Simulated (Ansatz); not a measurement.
Molecule: AlI (charge 0, singlet). SMILES: [Al][I]
Geometry from a B3LYP-D3(BJ)/def2-TZVP (Ansatz, a program for electronic structure) optimisation:
```xyz
2

Al     0.0000     0.0000    -2.0675
I      0.0000     0.0000     0.5071
```
Charge 0, spin multiplicity 1.

Computed values are from Ansatz. Cores are frozen in the correlated levels unless marked. UHF or UKS for open shells. No spin-orbit coupling. Frozen are the shells of the preceding noble gas and the d and f shells that filled before the atom's block. Past Kr the def2 sets carry scalar-relativistic core potentials. CBS(X,Y): correlation extrapolated as X^-3; Hartree-Fock from the larger set.

### Question
What is the total energy at CCSD(T)/CBS(def2-TZVPPD,def2-QZVPPD)?

### Answer
-538.9091 Eh.

### Question
What is the dipole moment at CCSD(T)/def2-SVPD?

### Answer
1.91 D.

### Question
What is the atomisation energy De at CCSD(T)/CBS(def2-TZVPPD,def2-QZVPPD)?

### Answer
385.9 kJ/mol.

### Question
What is the vertical ionisation energy (to the doublet) at CCSD(T)/CBS(def2-TZVPPD,def2-QZVPPD)?

### Answer
8.93 eV.

### Question
What is the T1 diagnostic at CCSD/def2-QZVPPD?

### Answer
0.014.
